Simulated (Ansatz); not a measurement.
Program: Ansatz. Geometries: PBE0-D4/def2-TZVP. ΔE: electronic, gas phase. CCSD(T)/CBS adds triple-zeta CCSD(T) − MP2 to the extrapolated MP2 energy (def2 sets, frozen cores). Functionals use def2-TZVPP. B3LYP here is the variant with VWN-RPA as its local correlation; programs differ in this. HSE06 is defined as in plane-wave codes. Each species was taken in one conformer, which may not be the lowest.

`C[Si](C)(C)N` + `NC(F)S` → `C[Si](C)(N)N` + `CC(F)S`  (formal exchange of groups at the Si–C bond)

| level | ΔE (kJ/mol) | difference from CCSD(T)/CBS |
| --- | --- | --- |
| LDA (SPW92) | -70.3 | 14.3 |
| PBE-D4 | -68.9 | 15.7 |
| BLYP-D4 | -74.7 | 9.9 |
| r2SCAN-D4 | -76.4 | 8.2 |
| B97M-V | -80.3 | 4.3 |
| PBE0-D4 | -73.5 | 11.1 |
| r2SCANh-D4 | -77.5 | 7.1 |
| HSE06-D4 | -73.3 | 11.3 |
| BHLYP-D4 | -83.3 | 1.3 |
| CAM-B3LYP-D4 | -80.7 | 3.9 |
| ωB97M-V | -79.2 | 5.4 |
| B2PLYP | -81.2 | 3.4 |
| PBE-QIDH | -79.8 | 4.8 |
| PBE | -68.9 | 15.7 |
| revPBE | -67.6 | 17.0 |
| BLYP | -74.2 | 10.4 |
| r2SCAN | -76.5 | 8.1 |
| PBE0 | -73.5 | 11.1 |
| B3LYP | -77.9 | 6.7 |
| r2SCANh | -77.6 | 7.0 |
| r2SCAN0 | -79.0 | 5.6 |
| HSE06 | -73.3 | 11.3 |
| BHLYP | -83.4 | 1.2 |
| CAM-B3LYP | -80.8 | 3.8 |
| RPA@PBE/def2-TZVPP | -80.2 | 4.4 |
| HF/def2-SVP | -75.1 | 9.5 |
| MP2/def2-SVP | -73.7 | 10.9 |
| CCSD/def2-SVP | -72.8 | 11.8 |
| CCSD(T)/def2-SVP | -71.5 | 13.1 |
| HF/def2-TZVPP | -87.1 | -2.5 |
| MP2/def2-TZVPP | -84.3 | 0.3 |
| SCS-MP2/def2-TZVPP | -85.1 | -0.5 |
| CCSD/def2-TZVPP | -83.3 | 1.3 |
| CCSD(T)/def2-TZVPP | -81.7 | 2.9 |
| HF/def2-QZVPP | -88.2 | -3.6 |
| MP2/def2-QZVPP | -86.4 | -1.8 |
| SCS-MP2/def2-QZVPP | -87.1 | -2.5 |
| HF/CBS(def2) | -88.4 | -3.8 |
| MP2/CBS(def2) | -87.2 | -2.6 |
| CCSD/CBS(def2) | -86.2 | -1.6 |
| CCSD(T)/CBS | -84.6 | 0 |

Largest T1 diagnostic among the species: 0.011.

From BLYP to BHLYP (50 % exact exchange), in def2-TZVPP and without D4, ΔE moves by −9.2 kJ/mol. Leaving LDA and LC-ωPBE aside and taking each functional with its dispersion term where it has one, the values, not all of them listed here, spread over 14.6 kJ/mol, from BHLYP-D4 to revPBE-D4. At CCSD(T), def2-SVP lies +13.1 kJ/mol from the extrapolated value and def2-TZVPP +2.9 kJ/mol.
